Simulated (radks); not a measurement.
Task: These are the eigenvalues of the occupied orbitals of an atom or ion with whole-number occupations (hartree). All-electron calculation, scalar-relativistic Kohn-Sham, LDA (Slater exchange, VWN5 correlation), spin-polarised, spherical densities, finite nucleus; Fermi nuclear charge, rms radius of each element as measured or else 0.836 A^(1/3) + 0.57 fm. Program: a radial shooting solver on a logarithmic mesh with Libxc functionals.

| orbital | eigenvalue |
|---|---|
| 1s up | -1680.536 |
| 1s down | -1680.531 |
| 2s up | -342.8855 |
| 2s down | -342.7114 |
| 2p up | -316.2539 |
| 2p down | -316.1176 |
| 3s up | -128.4377 |
| 3s down | -128.2520 |
| 3p up | -120.1964 |
| 3p down | -120.0046 |
| 3d up | -110.7090 |

Which element is it, and in what charge state? The configuration may be excited. Open shells, if any, are filled with parallel spins first.

Result: Z = 60, neodymium, charge +41: Nd41+ in [Ar] 3d1. The list shows which subshells hold electrons but not how many an open one holds; the 1s level, -1680.5 hartree, gives Z - s = 58.0 by -(Z - s)^2/2, which with screening and relativity narrows Z to a few neighbours, and the depths of the outer levels then fix element, charge and occupations together.
